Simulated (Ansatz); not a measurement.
CH₅FN₂Si, SMILES `NC1(F)N[SiH2]1`. Charge 0, multiplicity 1. The structure was optimised at the PBE0-D4/def2-TZVP level. It is one conformer, not always the lowest.

```xyz
10

N    -0.571   -0.673    1.210
C    -0.445    0.239    0.144
F    -1.476    1.178    0.134
N    -0.213   -0.305   -1.161
Si    1.185    0.569   -0.660
H    -1.456   -1.169    1.155
H    -0.533   -0.197    2.102
H    -0.382   -1.286   -1.327
H     1.506    1.786   -1.435
H     2.386   -0.142   -0.163
```

What is the dipole moment at r2SCAN/def2-TZVPP? (Best estimate.)

Ansatz gave: 1.87 D, with components (1.01, -1.39, 0.74) D in this frame, pointing from negative to positive charge.

And with PBE, B3LYP, ωB97M-V? (Best estimate.)

Computed: PBE 1.81 D, B3LYP 1.94 D, ωB97M-V 1.96 D.

Give the Mulliken charges with r2SCAN, PBE, B3LYP in def2-TZVPP. (An estimate is asked.)

The calculation gave: 
```tsv
atom	r2SCAN	PBE	B3LYP
N1	-0.33	-0.30	-0.30
C2	0.19	0.14	0.21
F3	-0.23	-0.19	-0.24
N4	-0.34	-0.26	-0.32
Si5	0.41	0.27	0.36
H6	0.14	0.14	0.13
H7	0.16	0.16	0.15
H8	0.14	0.14	0.13
H9	-0.06	-0.05	-0.05
H10	-0.07	-0.06	-0.06
```

B3LYP here is the variant with VWN-RPA as its local correlation; programs differ in this.
